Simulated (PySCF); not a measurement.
## Distorted geometries of [Er(H2O)2]3+

[Er(H2O)2]3+ (singlet in the valence; each metal's 4f electrons, 11 of them, lie in its core potential, out of spins and levels). PySCF 2.14.0, RKS TPSS, Er lcecp-1-SVP with ECP57, O def2-SVP, H def2-SVP; non-relativistic Hamiltonian with scalar-relativistic core potentials where named; density fitting; no spin-orbit coupling. Relaxed geometry:

```xyz
7

Er    1.0279   -0.1329    0.0053
O    -0.1675    0.0767    1.8298
H     0.1304    0.4289    2.7237
H    -1.1259   -0.1727    1.9994
O    -0.1636   -0.0421   -1.8314
H     0.1319   -0.2579   -2.7689
H    -1.1217    0.2320   -1.9579
```

Task: Order these distorted geometries by energy above the relaxed one, lowest first.
A.
```xyz
7

Er    1.0544   -0.1712    0.0669
O    -0.1168    0.1572    1.8487
H     0.1283    0.4363    2.7377
H    -1.1736   -0.2016    1.9697
O    -0.1665   -0.1047   -1.8183
H     0.1413   -0.1791   -2.8782
H    -1.1554    0.1952   -1.9265
```
B.
```xyz
7

Er    1.0637   -0.1674   -0.0078
O    -0.1559    0.0554    1.8442
H     0.1401    0.4450    2.7147
H    -1.1525   -0.2024    1.9852
O    -0.1018    0.0037   -1.7877
H     0.0687   -0.2266   -2.7506
H    -1.1508    0.2242   -1.9980
```
C.
```xyz
7

Er    0.9510    0.0349    0.1217
O    -0.2614   -0.0034    1.6887
H     0.1966    0.3634    2.7518
H    -0.9368   -0.1874    2.0046
O    -0.2510    0.1512   -1.6545
H     0.1095   -0.3559   -2.8998
H    -1.0963    0.1290   -2.0124
```

Result: B (0.26 eV), A (0.50 eV), C (4.79 eV).

Task: Which forces (eV/Å) act in the one that lies 0.26 eV up?

Result: 
```
Er   0.10  0.04  0.74
O   -0.99 -0.42 -0.60
H   -0.11  0.01  0.24
H    1.30  0.38  0.03
O   -3.29  0.32 -1.47
H    0.89 -0.14 -0.10
H    2.10 -0.20  1.15
```
Forces carry noise of the integration grid, about 0.01 to 0.03 eV/Å.

No frequency check is given that shows the relaxed geometry to be a minimum. An lcecp potential fixes the number of 4f electrons, so in runs with it no electron can move into or out of that shell.
